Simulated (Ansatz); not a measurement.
C₃H₇B. The species carries charge 0 and has multiplicity 1. The bonds changed during the relaxation, so this is another structure than the one it started from.

Cartesian coordinates in Å:
```
B -0.8300 0.0723 -0.4097
C 0.8658 0.2220 -0.9010
C 0.5992 0.3853 0.4687
C -0.1974 -0.5751 1.1140
H -1.1522 -0.9255 -0.9736
H -1.5429 1.0281 -0.4080
H 1.2064 1.0826 -1.4615
H 1.1495 -0.7454 -1.2941
H 0.5851 1.3970 0.8614
H -0.0316 -1.6308 0.9441
H -0.6520 -0.3103 2.0596
```

Q: List the harmonic frequencies (cm⁻¹, unscaled) at PBE0-D4/def2-TZVP in Ansatz. (Estimate.)

A: Computed: 189, 389, 601, 713, 757, 765, 789, 925, 952, 961, 984, 988, 1056, 1074, 1167, 1264, 1270, 1435, 1514, 1561, 2595, 2688, 3171, 3172, 3184, 3262, 3262.

Q: Is this a minimum?

A: Yes, all 27 modes are real.

Q: Give the ideal-gas thermochemistry at 298.15 K and 1 bar (rigid rotor, harmonic oscillator; point group Cs, symmetry number 1).

A: Zero-point energy 243.4 kJ/mol; H(298) − E = 257.9 kJ/mol; entropy 279.6 J/(mol·K), of which translation 158.6, rotation 98.0, vibration 23.1; G(298) − E = 174.5 kJ/mol.
